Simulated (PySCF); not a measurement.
## Adding and removing an electron: BiH

PBE0; basis Bi def2-TZVP with ECP60, H def2-TZVP; scalar-relativistic core potentials; PySCF 2.14. Neutral (UKS): triplet (π ↑↑), Re = 1.794 Å, ωe = 1813 cm⁻¹, De = 2.37 eV, HOMO -6.15 eV, LUMO -2.71 eV.

BiH⁺ (UKS): doublet (π ↑), Re = 1.785 Å, ωe = 1890 cm⁻¹. The energies at the minima are -215.20590 hartree for BiH and -214.89263 for BiH⁺.

Task: Work out the adiabatic ionisation energy, without and with harmonic zero-point energies (1 hartree = 27.2114 eV, 1 eV = 8065.5 cm⁻¹), and the change of the bond length.

Result: At PBE0: 0.31327 hartree = 8.525 eV between the minima; the zero-point term (1890.0 − 1813.0)/2 cm⁻¹ = +0.005 eV makes it 8.529 eV. Re changes by -0.9 pm against the neutral. The electron leaves a π orbital, which is non-bonding in a hydride.

Spin–orbit coupling is left out, which matters for elements this heavy, above all for dissociation energies. States were picked by a PBE0 search and need not be the measured ground states.
